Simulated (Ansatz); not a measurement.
Molecule: CaF (charge 0, doublet). 
Structure (B3LYP-D3(BJ)/def2-TZVP (Ansatz, a quantum-chemistry and plane-wave program) minimum search):
```
Ca
F 1 1.9612
```
Charge 0, spin multiplicity 2.

Basis-set convergence of Hartree-Fock and CCSD(T) correlation energies (hartree) with Ansatz. Correlated levels leave the core frozen unless marked. Open shells are spin-unrestricted. No spin-orbit coupling. The frozen core is the preceding noble-gas configuration, with the filled d and f shells of earlier blocks. The outer core of K, Ca and their heavier congeners is not correlated, a term that matters for these elements. Non-relativistic.

```csv
basis,functions,E(HF),"E(corr, CCSD(T))"
def2-SVPD,50,-776.10929,-0.22408
def2-TZVPPD,76,-776.30930,-0.28604
def2-QZVPPD,136,-776.32847,-0.31078
```

Extrapolating the two largest sets (X = 3 and 4) as X^-3: E(corr) = (64·(-0.31078) - 27·(-0.28604))/37 = -0.3288 Eh, an estimate of the basis-set limit. The largest set recovers 94.5 % of it, the smallest 68.1 %.
